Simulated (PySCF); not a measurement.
## Sulfur: a sound run and one with changed settings

Sound run: S²⁺ [Ne] 3s2 3p2, S³⁺ [Ne] 3s2 3p1. Computed with PySCF 2.14 in jorge-DZP-DKH (7s4p1d, 24 functions), with scalar relativity by spin-free X2C-1e. In the sound run the correlated levels freeze [Ne]. The sound run starts from symmetry-adapted Hartree-Fock orbitals and uses a fine grid where one is needed.

Changed run: basis STO-3G, all-electron and non-relativistic. This setting is unsound on purpose.

```
species   method  sound run (hartree)  changed run (hartree)  converged
    S²⁺      UHF           -397.40398             -392.09347        yes
    S²⁺   M06-2X           -397.95451             -392.58060        yes
    S²⁺      PBE           -397.78807             -392.36418        yes
    S²⁺      MP2           -397.45765             -392.10181        yes
    S²⁺  CCSD(T)           -397.47976             -392.10822        yes
    S³⁺      UHF           -396.15005             -390.80108        yes
    S³⁺   M06-2X           -396.68210             -391.26397        yes
    S³⁺      PBE           -396.50829             -391.04331        yes
    S³⁺      MP2           -396.19151             -390.81823        yes
    S³⁺  CCSD(T)           -396.21232             -390.83050        yes
```

Ionisation energy of S²⁺:

```tsv
method	sound run (eV)	changed run (eV)
UHF	34.121	35.168
M06-2X	34.624	35.827
PBE	34.824	35.943
MP2	34.453	34.928
SCS-MP2	34.371	34.880
CCSD	34.480	34.768
CCSD(T)	34.489	34.768
```

A minimal basis cannot let orbitals breathe on ionisation and holds almost no correlation. The Hamiltonian changed with the basis, so the totals do not compare.

For comparison, NIST gives 34.86 ± 0.04 eV between the lowest levels.
